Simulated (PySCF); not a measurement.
Input file for PySCF: R-MP2/6-31G* on CH5BrO (a complex), monomers drawn apart or pushed together.

```python
from pyscf import gto, scf, dft, mp
from pyscf.data.elements import chemcore

mol = gto.M(
    atom='''
    O     0.34622330    0.03161449   -0.11398864
    H    -0.02326593    0.55664892    0.60845326
    H    -0.32053056    0.05273740   -0.80785887
    C     0.09734000   -1.45512808    2.60378168
    Br   -0.78724319    0.28042518    2.86578883
    H     0.96170020   -1.47497854    3.25763832
    H     0.37975099   -1.50654034    1.55798716
    H    -0.61997569   -2.22270772    2.87105211
    ''',
    basis='6-31g*',
    cart=True,
    charge=0, spin=0, verbose=3, max_memory=1800)
mf = scf.RHF(mol)
mf.conv_tol = 1e-8
mf.max_cycle = 100
mf.kernel()
if not mf.converged:
    mf = mf.newton().run(mf.mo_coeff, mf.mo_occ)
pt = mp.MP2(mf, frozen=chemcore(mol)).run()
```

Output:

```
converged SCF energy = -2687.72892551039
E(RMP2) = -2688.31413751339  E_corr = -0.585212002996955
E(SCS-RMP2) = -2688.28892385039  E_corr = -0.559998340001385
```

The calculation finished and met its thresholds.

Cost: about 1.0 core-seconds (a rough figure).
